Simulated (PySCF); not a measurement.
**Trend along the fourth-period p block: MLi cations**

MP2 with double-zeta basis sets in PySCF, for the lowest determinant that a PBE0 search found; no spin–orbit coupling. De refers to high-spin ground-configuration atoms (the charge goes to the atom of lower measured ionisation energy or higher electron affinity, which is not always the lowest computed limit).

```json
{"M": "Ga", "basis": "def2-SVP", "reference, frozen orbitals": "UHF, 9", "charged atom": "Li+", "state (unpaired electrons)": "doublet (σ ↑)", "Re (Å)": "3.082", "ωe (cm⁻¹)": "189", "De (eV)": "1.06"}
{"M": "Ge", "basis": "jorge-DZP-DKH", "reference, frozen orbitals": "UHF, 9", "charged atom": "Li+", "state (unpaired electrons)": "triplet (σ ↑, π ↑)", "Re (Å)": "2.834", "ωe (cm⁻¹)": "253", "De (eV)": "0.90"}
{"M": "As", "basis": "pcseg-1", "reference, frozen orbitals": "UHF, 9", "charged atom": "Li+", "state (unpaired electrons)": "quartet (σ ↑, π ↑↑)", "Re (Å)": "2.836", "ωe (cm⁻¹)": "214", "De (eV)": "0.35"}
{"M": "Se", "basis": "def2-SVPD", "reference, frozen orbitals": "UHF, 9", "charged atom": "Li+", "state (unpaired electrons)": "triplet (π ↑↑)", "Re (Å)": "2.637", "ωe (cm⁻¹)": "298", "De (eV)": "0.84"}
{"M": "Br", "basis": "jorge-DZP-DKH", "reference, frozen orbitals": "UHF, 9", "charged atom": "Li+", "state (unpaired electrons)": "doublet (π ↑)", "Re (Å)": "2.665", "ωe (cm⁻¹)": "288", "De (eV)": "0.64"}
```

The shortest bond is that of LiSe⁺ (2.637 Å), the longest that of LiGa⁺ (3.082 Å).

The rows differ in basis set, which adds steps of its own.

The state changes along the series, so neighbouring rows are not always alike in their bonding.

Correlated steps freeze 9 core orbitals. Weak bonds: LiAs⁺. Basis-set superposition, not corrected here, can be much of De in a small basis, most of all at correlated wavefunction levels. Spin–orbit coupling is left out. For an ion De counts to the pair picked by the measured ionisation energies or electron affinities, which need not be the lowest pair at this level. States were picked by a PBE0 search and need not be the measured ground states.
